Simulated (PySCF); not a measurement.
# Reading the logs of faulty runs: AlCGeH5O

These are calculations, not measurements. They come from PySCF 2.14.0, an open-source quantum chemistry program, on an isolated molecule that a program drew, which may never have been made. The molecule is AlCGeH5O (charge 0, singlet), drawn as the SMILES string `[CH2]=[GeH][O][AlH2]`.

Each row is a Hartree-Fock (HF) and frozen-core CCSD(T) single point in the cc-pV(D+d)Z basis, meant for a local HF minimum. Run 1 is clean. Each other run has one planted mistake out of seven kinds, and not every kind appears here: one electron removed, one electron added, multiplicity raised by two, geometry at a saddle point, minimal basis STO-3G, one bond length entered in bohr, all coordinates scaled. The reference is restricted for singlets and unrestricted otherwise, and also for a bond in bohr. Adding or removing an electron swaps singlet and doublet. Electrons count all cores. HOMO and LUMO are orbital energies over both spins, the gradient is its largest component, and the lowest frequency (negative if imaginary) is given only where the gradient is small. Bond lengths are over the 8 bonds as drawn. T1 is the CCSD diagnostic: over 0.02 (restricted) or 0.045 (unrestricted) a single reference is doubtful. Germanium has the cc-pVDZ-PP basis, with a core potential (ECP10MDF) in place of its 10 inner electrons, and its 3s, 3p and 3d shells are frozen in CCSD(T).

Geometry of the clean run:
```xyz
9
AlCGeH5O, angstrom
C     0.8596   -1.5621   -1.7930
Ge    0.9008    0.0117   -1.0264
O    -0.1469    0.4753    0.2862
Al   -1.2253    0.7687    1.5429
H     1.5431   -1.7761   -2.6040
H     0.1719   -2.3384   -1.4867
H     1.8068    1.1791   -1.3557
H    -0.7747    0.4425    3.0155
H    -2.6366    1.3757    1.1998
```

| run | electrons | basis functions | <S^2> | HOMO (eV) | LUMO (eV) | gradient (hartree/bohr) | lowest frequency (cm^-1) | mean bond (Å) | longest bond (Å) | T1 | HF (hartree) | CCSD(T) (hartree) | mistake |
|---|---|---|---|---|---|---|---|---|---|---|---|---|---|
| 1 | 64 | 99 | 0.000 | -8.16 | 1.63 | 1.5e-06 | 31 | 1.5001 | 1.751 | 0.0160 | -650.94199 | -651.47854 | no fault |
| 2 | 64 | 99 | 0.939 | -7.68 | 1.17 | 9.8e-03 | - | 1.6752 | 2.975 | 0.0610 | -650.84137 | -651.36874 | one bond length entered in bohr |
| 3 | 64 | 99 | 0.000 | -7.99 | 1.52 | 2.6e-02 | - | 1.5736 | 1.837 | 0.0182 | -650.92129 | -651.47047 | ? |
| 4 | 63 | 99 | 0.758 | -14.96 | -5.92 | 8.7e-02 | - | 1.5001 | 1.751 | 0.0205 | -650.69590 | -651.18694 | ? |

**Which mistake was planted in run 3, and what did it cost?**

The mean and the longest bond both change by the same factor, 1.049, and the gradient is no longer small. So the mistake is: all coordinates scaled. Subtracting run 1 and multiplying by 627.51 kcal/mol a hartree, the energy moved by 13.0 kcal/mol in HF and 5.1 kcal/mol in CCSD(T).

**Which mistake was planted in run 4, and what did it cost?**

It counts 63 electrons, one fewer than the clean run, at the same geometry and basis. So the mistake is: one electron removed. Subtracting run 1 and multiplying by 627.51 kcal/mol a hartree, the energy moved by 154.4 kcal/mol in HF and 183.0 kcal/mol in CCSD(T).

Cautions from the logs. Run 2: T1 is over the limit, so its CCSD(T) energy is less reliable.
